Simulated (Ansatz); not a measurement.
Ansatz (a program for electronic structure) input:
A basis named .json is the Basis Set Exchange file of that set.

Ansatz 0.2 input:
```yaml
crystal:
  periodic: [false, false, false]
  atoms:
    - {symbol: C, position_ang: [-1.90478365, -0.06932045, 0.34453168]}
    - {symbol: S, position_ang: [-0.35085744, 0.45431882, -0.46775244]}
    - {symbol: B, position_ang: [0.86280280, -0.49024346, 0.43719908]}
    - {symbol: F, position_ang: [2.15286884, -0.43633428, 0.19594013]}
    - {symbol: H, position_ang: [-2.05182422, -1.13884478, 0.22493871]}
    - {symbol: H, position_ang: [-1.88821042, 0.19515358, 1.39789984]}
    - {symbol: H, position_ang: [-2.70737805, 0.46873868, -0.15544609]}
basis:
  gaussian:
    orbitals: cc-pV_T+d_Z.json
    fitting: {mean_field: def2-universal-jkfit, correlation: cc-pVTZ-RIFIT.json}
magnetization: {spin_polarized: true, initial_magnetization: 1}
correlation: {method: mp2, electrons: outside_noble_gas}
```

Task: Which total energy does the run end on?

Result: -562.04509 Eh (RI-MP2/cc-pV(T+d)Z). The basis has 171 functions.

It need not be the lowest isomer of its formula.
